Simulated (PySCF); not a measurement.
Input and output of a TDDFT job on `F[C@H]1CBC/C1=C/[SiH3]`.

Theory: PySCF, TDDFT CAM-B3LYP/def2-SVPD, vertical, gas phase, core orbitals frozen in the response.

Input of the driver that calls PySCF (job settings, then Cartesian coordinates in Å):

```
{"job": {"kind": "uv", "xc": "CAM-B3LYP", "basis": "def2-SVPD", "nstates": 8, "ntriplets": 3}, "charge": 0, "multiplicity": 1}
F      0.5441     1.3282     1.2805
C     -0.3375     0.3050     0.9759
C     -1.7578     0.8378     0.7502
B     -2.3763    -0.0850    -0.3622
C     -1.2073    -0.9828    -0.9103
C      0.0496    -0.4202    -0.2897
C      1.2767    -0.4976    -0.7853
Si     2.8416     0.2131    -0.0163
H     -0.2982    -0.3793     1.8362
H     -1.6657     1.8485     0.3383
H     -2.3118     0.9461     1.6824
H     -3.4857    -0.0851    -0.7211
H     -1.3486    -2.0076    -0.5443
H     -1.1162    -1.0758    -1.9933
H      1.3909    -1.0317    -1.7216
H      2.9268    -0.1491     1.3990
H      3.9605    -0.4192    -0.7293
H      2.9061     1.6611    -0.2008
```

The self-consistent field part of the output:

```
coarse grid: 15432 points
cycle   1  E = -610.0714312240  dE =  1.025e+00  |g| = 5.572e-01  |ddm| = 7.719e+00
cycle   2  E = -610.0736140369  dE = -2.183e-03  |g| = 6.217e-01  |ddm| = 1.933e+00
cycle   3  E = -610.1404993381  dE = -6.689e-02  |g| = 8.004e-02  |ddm| = 8.387e-01
cycle   4  E = -610.1415518628  dE = -1.053e-03  |g| = 3.737e-02  |ddm| = 1.989e-01
cycle   5  E = -610.1418900634  dE = -3.382e-04  |g| = 6.177e-03  |ddm| = 8.194e-02
cycle   6  E = -610.1418987712  dE = -8.708e-06  |g| = 2.876e-03  |ddm| = 1.828e-02
final grid: 144504 points
cycle   7  E = -610.2371452158  dE = -3.597e-05  |g| = 5.057e-03  |ddm| = 1.261e-01
cycle   8  E = -610.2371411995  dE =  4.016e-06  |g| = 6.715e-03  |ddm| = 2.317e-02
cycle   9  E = -610.2371516990  dE = -1.050e-05  |g| = 4.727e-04  |ddm| = 1.159e-02
cycle  10  E = -610.2371517480  dE = -4.896e-08  |g| = 1.975e-04  |ddm| = 1.160e-03
cycle  11  E = -610.2371517576  dE = -9.558e-09  |g| = 3.568e-05  |ddm| = 4.145e-04
cycle  12  E = -610.2371517579  dE = -3.220e-10  |g| = 1.465e-05  |ddm| = 1.131e-04
converged SCF energy = -610.2371517579
```

Problem. What follows in the output?

Solution. 
```
Static polarisability (au): isotropic 97.371, principal 75.720 91.945 124.448

Singlet excitations
state   eV       nm        f      main configurations
  1   5.4637    226.9   0.00951   H->L 0.84
  2   6.1317    202.2   0.00983   H-1->L 0.58, H-4->L 0.19
  3   6.1874    200.4   0.02958   H-3->L 0.48, H-2->L 0.27, H->L 0.08
  4   6.4697    191.6   0.31432   H->L+1 0.76, H-1->L+1 0.09
  5   6.6261    187.1   0.04973   H-1->L+1 0.60, H-4->L 0.12, H->L+1 0.10
  6   6.9831    177.5   0.02310   H->L+2 0.66, H->L+3 0.20
  7   7.1933    172.4   0.00946   H-4->L 0.44, H-1->L 0.26, H-1->L+1 0.10
  8   7.5946    163.3   0.00455   H-2->L+1 0.45, H-2->L 0.11

Triplet excitations (Tamm-Dancoff, eV): 4.0232 5.2010 5.6900
```

The SCF starts on a coarse grid; the energy jumps when the final grid takes over, and dE counts afresh there. The run used 247 basis functions and 12 SCF iterations for the ground state.

Hardware: one thread, Arm Neoverse V1 (aarch64) (shared host). Cost: 78 s, 1.2 GiB resident at most.

Problem. What frontier levels and dipole did the ground state of this run have?

Solution. HOMO -8.67 eV, LUMO -0.23 eV, dipole 2.63 D.

Geometry: GFN2-xTB, one conformer, isolated molecule.
